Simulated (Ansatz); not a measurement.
Nudged elastic band run: FGeH₅N₂

Input file:

```yaml
crystal:
  periodic: [false, false, false]
  atoms:
    - { symbol: "N", position_ang: [-0.88907, 1.157474, -0.496162] }
    - { symbol: Ge, position_ang: [0.384241, -0.157839, -0.380499] }
    - { symbol: "N", position_ang: [0.303536, -0.75413, 1.341726] }
    - { symbol: F, position_ang: [-0.161675, -1.329038, -1.59001] }
    - { symbol: H, position_ang: [-1.075591, 1.46244, -1.457728] }
    - { symbol: H, position_ang: [-0.680574, 1.983344, 0.075729] }
    - { symbol: H, position_ang: [1.870372, 0.114665, -0.738808] }
    - { symbol: H, position_ang: [0.973739, -1.489936, 1.586323] }
    - { symbol: H, position_ang: [-0.636477, -1.03348, 1.64233] }
basis:
  gaussian: { orbitals: def2-SVP }
hamiltonian:
  xc: pbe
  dispersion: d4
neb:
  order_check: false
  images: 5
  f_tol: 0.03
  max_iterations: 60
  spring: 0.5
  final_atoms:
    - { symbol: "N", position_ang: [-0.48991963, 1.43617765, -0.55915744] }
    - { symbol: Ge, position_ang: [0.43044574, -0.14042308, -0.40059986] }
    - { symbol: "N", position_ang: [0.30730432, -0.68049918, 1.34618123] }
    - { symbol: F, position_ang: [-0.30413175, -1.30879901, -1.52286217] }
    - { symbol: H, position_ang: [-0.96172991, 1.54961925, -1.46344802] }
    - { symbol: H, position_ang: [-1.18164483, 1.56025586, 0.1889242] }
    - { symbol: H, position_ang: [1.91103622, -0.04397571, -0.82424043] }
    - { symbol: H, position_ang: [0.99879969, -1.39240734, 1.6057268] }
    - { symbol: H, position_ang: [-0.62165886, -1.02644844, 1.61237667] }
  initial_path:
    images:
      - { positions_ang: [[-0.88907, 1.157474, -0.496162], [0.384241, -0.157839, -0.380499], [0.303536, -0.75413, 1.341726], [-0.161675, -1.329038, -1.59001], [-1.075591, 1.46244, -1.457728], [-0.680574, 1.983344, 0.075729], [1.870372, 0.114665, -0.738808], [0.973739, -1.489936, 1.586323], [-0.636477, -1.03348, 1.64233]] }
      - { positions_ang: [[-0.81916392, 1.20483651, -0.52435307], [0.37699828, -0.15605517, -0.38369155], [0.29735612, -0.73982321, 1.35181852], [-0.1530776, -1.36476951, -1.53788509], [-1.09485771, 1.43093333, -1.4924186], [-0.69766792, 1.96333033, 0.14568016], [1.86347837, 0.14765914, -0.74928758], [0.96106767, -1.5166444, 1.53594512], [-0.64563229, -1.01596702, 1.63709308]] }
      - { positions_ang: [[-0.74925783, 1.25219902, -0.55254413], [0.36975555, -0.15427134, -0.38688409], [0.29117624, -0.72551643, 1.36191104], [-0.1444802, -1.40050101, -1.48576018], [-1.11412441, 1.39942667, -1.5271092], [-0.71476184, 1.94331666, 0.21563132], [1.85658474, 0.18065329, -0.75976715], [0.94839635, -1.54335281, 1.48556724], [-0.65478759, -0.99845405, 1.63185616]] }
      - { positions_ang: [[-0.67935175, 1.29956153, -0.5807352], [0.36251283, -0.15248751, -0.39007664], [0.28499635, -0.71120964, 1.37200357], [-0.1358828, -1.43623252, -1.43363528], [-1.13339112, 1.36792, -1.56179981], [-0.73185575, 1.923303, 0.28558248], [1.84969111, 0.21364743, -0.77024673], [0.93572502, -1.57006121, 1.43518936], [-0.66394288, -0.98094107, 1.62661924]] }
      - { positions_ang: [[-0.61620771, 1.34510024, -0.57354261], [0.38515713, -0.14846604, -0.39358438], [0.29243234, -0.70097282, 1.36339612], [-0.19196578, -1.39375468, -1.46337757], [-1.07617072, 1.42848642, -1.52901588], [-0.88178545, 1.80228728, 0.25336305], [1.87013948, 0.12777305, -0.78824463], [0.95674991, -1.51084325, 1.49203518], [-0.64984821, -0.99611019, 1.62187172]] }
      - { positions_ang: [[-0.55306367, 1.39063895, -0.56635002], [0.40780144, -0.14444456, -0.39709212], [0.29986833, -0.690736, 1.35478868], [-0.24804876, -1.35127685, -1.49311987], [-1.01895031, 1.48905283, -1.49623195], [-1.03171514, 1.68127157, 0.22114363], [1.89058785, 0.04189867, -0.80624253], [0.9777748, -1.4516253, 1.54888099], [-0.63575353, -1.01127932, 1.61712419]] }
      - { positions_ang: [[-0.48991963, 1.43617765, -0.55915744], [0.43044574, -0.14042308, -0.40059986], [0.30730432, -0.68049918, 1.34618123], [-0.30413175, -1.30879901, -1.52286217], [-0.96172991, 1.54961925, -1.46344802], [-1.18164483, 1.56025586, 0.1889242], [1.91103622, -0.04397571, -0.82424043], [0.99879969, -1.39240734, 1.6057268], [-0.62165886, -1.02644844, 1.61237667]] }
```

Command:

```bash
$ ansatz run input.yaml --threads 2 --pin off --max-ram 3072MiB --backend cpu --events-out ev --progress --plain --runs-dir out
```

Output, in part (warnings, iteration lines, the closing report on the highest movable image, with atoms numbered from 0):

```
NEB end point (image 0): max|allowed force component| = 3.624e-3 eV/Å (the criterion of neb.relax_end_points is 1.000e-2)
NEB end point (image 6): max|allowed force component| = 1.062e-2 eV/Å (the criterion of neb.relax_end_points is 1.000e-2)
NEB iter   1: max|band force component| = 3.300e0 eV/Å  barrier→ = 0.5725 eV  barrier← = 0.5657 eV  Δτ_max = 0.2000 Å  (193 SCF iters)
NEB iter   2: max|band force component| = 7.921e-1 eV/Å  barrier→ = 0.1338 eV  barrier← = 0.1270 eV  Δτ_max = 0.1385 Å  (140 SCF iters)
NEB iter   3: max|band force component| = 5.303e-1 eV/Å  barrier→ = 0.0634 eV  barrier← = 0.0565 eV  CI = image 3  Δτ_max = 0.0391 Å  (145 SCF iters)
NEB iter   4: max|band force component| = 1.286e-1 eV/Å  barrier→ = 0.0538 eV  barrier← = 0.0469 eV  CI = image 3  Δτ_max = 0.0176 Å  (141 SCF iters)
NEB iter   5: max|band force component| = 7.764e-2 eV/Å  barrier→ = 0.0529 eV  barrier← = 0.0460 eV  CI = image 3  Δτ_max = 0.0129 Å  (146 SCF iters)
NEB iter   6: max|band force component| = 4.104e-2 eV/Å  barrier→ = 0.0527 eV  barrier← = 0.0459 eV  CI = image 3  Δτ_max = 0.0052 Å  (146 SCF iters)
NEB iter   7: max|band force component| = 8.850e-3 eV/Å  barrier→ = 0.0526 eV  barrier← = 0.0458 eV  CI = image 3  Δτ_max = 0.0000 Å  (270 SCF iters)
Total energy: -62272.00939656 eV, -2288.4541358397 hartree
Atom 0 at    -0.670129     1.259907    -0.577595 Å, force    -0.007215     0.009366     0.000881 eV/Å
Atom 1 at     0.419002    -0.171877    -0.409960 Å, force     0.003011    -0.001091    -0.003358 eV/Å
Atom 2 at     0.303797    -0.701135     1.337376 Å, force     0.000101     0.002420     0.001290 eV/Å
Atom 3 at    -0.204652    -1.346257    -1.582561 Å, force    -0.000347    -0.000824     0.000578 eV/Å
Atom 4 at    -1.095945     1.534963    -1.460430 Å, force     0.004259    -0.004945     0.000079 eV/Å
Atom 5 at    -0.940385     1.822649     0.226660 Å, force     0.003455    -0.004922     0.001927 eV/Å
Atom 6 at     1.912877    -0.019286    -0.786715 Å, force    -0.000778     0.000122    -0.000173 eV/Å
Atom 7 at     0.993550    -1.406930     1.615605 Å, force    -0.001150     0.001286    -0.001260 eV/Å
Atom 8 at    -0.629613    -1.018534     1.620520 Å, force    -0.001335    -0.001411     0.000036 eV/Å
Dipole moment:    -0.062486     0.189200     0.313813 e Å
```

It converged. Another band between the same ends (5 images) ends at a top of the same energy, where a vibrational analysis finds 1 clearly imaginary mode.

Final band (atoms are numbered from 1 in the order of the input):

```csv
image,path coordinate (Å),energy (eV),height of N1 over the plane of its neighbours (Å)
0,0.00,0.000,-0.35
1,0.19,0.002,-0.33
2,0.38,0.028,-0.18
3,0.57,0.053,0.02
4,0.76,0.028,0.23
5,0.96,0.008,0.35
6,1.15,0.007,0.36
```

The run took 36 s on 2 threads of AMD EPYC 9R14 (Zen 4), with other jobs on the host, peak memory 0.16 GiB.
